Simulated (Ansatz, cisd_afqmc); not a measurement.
Species: CH3AlCl, charge 0, doublet. CH3AlCl (SMILES [Cl][Al][CH3], doublet).
B3LYP-D3(BJ)/def2-TZVP minimum from Ansatz (an electronic-structure program):
```xyz
6

Al     0.7050     0.4622     0.0529
C     -0.1655     1.5989    -1.3049
H     -1.1158     1.9608    -0.9023
H     -0.3822     0.9888    -2.1864
H      0.4438     2.4518    -1.6024
Cl    -0.4187    -1.2355     0.6960
```
Charge 0, spin multiplicity 2.

Total energies in cc-pV(D+d)Z, 17 correlated electrons, 11 frozen orbitals. Radicals and triplets start from unrestricted determinants; spin-orbit coupling is neglected. Cores are frozen in correlated methods. No relativity. The Monte Carlo rows (phaseless AFQMC, CISD trial, step 0.005/hartree) carry one-sigma bars that omit the constraint's bias. Outlying blocks are dropped, and bars are widened where a walk drifts. Over all cases where full CI ran beside it in this data, AFQMC minus full CI had a median of +0.1 mEh and passed +0.4 mEh in a tenth of the cases. The spin of CH3AlCl ([CH3][Al][Cl], doublet) was assumed, and the state is the lowest solution found for it.

The bar of a AFQMC/CISD walk is widened from 0.40 to 0.52 mEh, since its error had not levelled off in the blocking analysis.

```json
[
 {"method": "HF", "program": "Ansatz", "energy (Eh)": "-741.09250", "minus CCSDT(Q) (mEh)": "375.13"},
 {"method": "MP2", "program": "Ansatz", "energy (Eh)": "-741.42006", "minus CCSDT(Q) (mEh)": "47.57"},
 {"method": "CCSD", "program": "Ansatz", "energy (Eh)": "-741.45644", "minus CCSDT(Q) (mEh)": "11.19"},
 {"method": "CCSD(T)", "program": "Ansatz", "energy (Eh)": "-741.46591", "minus CCSDT(Q) (mEh)": "1.72"},
 {"method": "CCSDT(Q)", "program": "Ansatz", "energy (Eh)": "-741.46763", "minus CCSDT(Q) (mEh)": "0.00"},
 {"method": "AFQMC/CISD", "program": "cisd_afqmc", "energy (Eh)": "-741.4679 ± 0.0006", "minus CCSDT(Q) (mEh)": "-0.2 ± 0.6"}
]
```

Rough core times of Ansatz's runs on a shared machine: CCSD(T) under 20 s, CCSDT(Q) 7 min.
